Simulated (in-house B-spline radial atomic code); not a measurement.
Values are calculated unless marked as measured or tabulated.
## Sc in electron gases of falling density

A nucleus sits in a uniform electron gas with a rigid positive background. The Kohn-Sham equations are solved self-consistently in the spin-unpolarised LDA (PW92), non-relativistic, on B-splines with outgoing waves at the boundary and partial waves to l = 8. The model has no lattice, no bands and no magnetic solution. Atomic units; δ_l are the phase shifts at the Fermi level, counted so that each bound state adds π, and good to about 0.0005. A narrow, partly filled d or f resonance in a thin gas would split by spin, so such rows rest on a solution that is probably unstable.

| r_s (bohr) | k_F | δ0/π | δ1/π | δ2/π | shallowest bound level (hartree) | σ_tr (bohr²) | Q (a.u.) |
| --- | --- | --- | --- | --- | --- | --- | --- |
| 1.5 | 1.2794 | 2.521 | 1.764 | 0.474 | p -0.316 | 35.76 | 3.236 |
| 1.65 | 1.1631 | 2.580 | 1.810 | 0.453 | p -0.4 | 45.86 | 2.835 |
| 1.8 | 1.0662 | 2.633 | 1.850 | 0.433 | p -0.475 | 56.08 | 2.447 |
| 2 | 0.9596 | 2.698 | 1.895 | 0.407 | p -0.563 | 68.79 | 1.970 |
| 2.07 | 0.9271 | 2.719 | 1.909 | 0.398 | p -0.59 | 72.82 | 1.817 |
| 2.2 | 0.8723 | 2.756 | 1.932 | 0.383 | p -0.636 | 79.56 | 1.556 |
| 2.4 | 0.7996 | 2.810 | 1.964 | 0.360 | p -0.698 | 87.89 | 1.214 |
| 2.67 | 0.7188 | 2.878 | 1.999 | 0.332 | p -0.765 | 95.12 | 0.858 |
| 3 | 0.6397 | 2.954 | 2.033 | 0.301 | p -0.829 | 98.52 | 0.557 |
| 3.3 | 0.5816 | 3.016 | 2.057 | 0.276 | p -0.874 | 98.13 | 0.379 |
| 3.6 | 0.5331 | 3.073 | 2.076 | 0.254 | p -0.91 | 96.43 | 0.263 |
| 4 | 0.4798 | 3.142 | 2.093 | 0.228 | p -0.946 | 95.39 | 0.171 |

Q = n k_F σ_tr, with n = 3/(4π r_s³).

**Question.** How does the screening charge move between partial waves as the gas thins?

**Answer.** By (2/π)(2l + 1) δ_l, at r_s = 1.5 it is s 5.04, p 10.59, d 4.74, f and beyond 0.62, and at r_s = 4 s 6.28, p 12.56, d 2.28, f and beyond -0.14. The free atom is [Ar] 3d1 4s2.

**Question.** What end-to-end powers of r_s do the first and last rows give for σ_tr and Q?

**Answer.** σ_tr goes as r_s^+1.00 and Q as r_s^-3.00. Since n k_F/k_F² goes as r_s⁻², Q = 4π n Σ/k_F would fall as r_s⁻² at fixed phase shifts; the sum Σ (l + 1) sin²(δ_l − δ_(l+1)) is 4.658 in the first row and 1.747 in the last, and ranges from 1.75 to 5.07 between them, so these powers are no law.
